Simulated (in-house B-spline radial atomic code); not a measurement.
A fraction x of an electron is removed from 4p in Tc5+, starting from [Kr] 4d2 and keeping the highest spin. Level of theory: scalar-relativistic (X2C) BHandHLYP, spin-polarised, spherical fractional occupations, Fermi nucleus of rms radius 4.41117 fm; calculated with an all-electron radial atomic-structure program (B-spline basis).

Caution: exact exchange at fractional occupations of open shells leaves self-interaction of up to several eV.

| x | E(x) - E(0) (eV) | 4p down level (eV) |
| --- | --- | --- |
| 0 | 0.0000 | -111.124 |
| 0.06 | 6.6927 | -111.966 |
| 0.18 | 20.2300 | -113.657 |
| 0.27 | 30.5163 | -114.930 |
| 0.42 | ? | ? |
| 0.5 | 57.3262 | -118.204 |
| 0.54 | ? | ? |
| 0.71 | 82.4653 | -121.219 |
| 0.8 | 93.4334 | -122.518 |
| 1 | 118.2270 | -125.421 |

(1) What belongs in the row x = 0.42?

(2) What belongs in the row x = 0.54?

(3) Check Janak's theorem between x = 0.06 and 0.18.

Results:

(1) An energy change of 47.9156 eV; 4p down at -117.062 eV.

(2) An energy change of 62.0658 eV; 4p down at -118.777 eV.

(3) The slope of the energy is 112.81 eV; the orbital levels give 112.81 eV (-ε of the emptying orbital, averaged over the two points).
